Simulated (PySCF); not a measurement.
# Excitation energy of P by level of theory

P [Ne] 3s2 3p3 (4S) → P [Ne] 3s1 3p3 4s1 (6S), as a difference of total energies. All numbers are calculated (PySCF 2.14, no relativity, point nucleus, in aug-cc-pV(Q+d)Z with one added diffuse shell each of s, p, d, f, g type (8s7p6d4f3g, 114 functions)). Correlated levels: valence: [Ne] frozen. The calculations carry no spin-orbit coupling.

```
           method  excitation energy (eV)
              UHF                  10.427
              LDA                  12.531
              PBE                  12.422
             PBE0                  12.320
           r2SCAN                  11.964
          wB97X-V                  12.622
           revPBE                  12.355
          wB97M-V                  12.543
    MP2 (valence)                  12.030
SCS-MP2 (valence)                  12.512
```

Task: How much does correlation contribute at MP2 (valence)?

Result: 12.030 − (10.427) = 1.603 eV, measured against UHF.

The upper state lies above the first ionisation limit, but in LS coupling its spin forbids autoionisation to the ground ion. A Rydberg-like electron needs more diffuse functions than a valence basis has.

The promoted electron is Rydberg-like, and one or two diffuse shells describe it only roughly, which tends to raise the upper state.
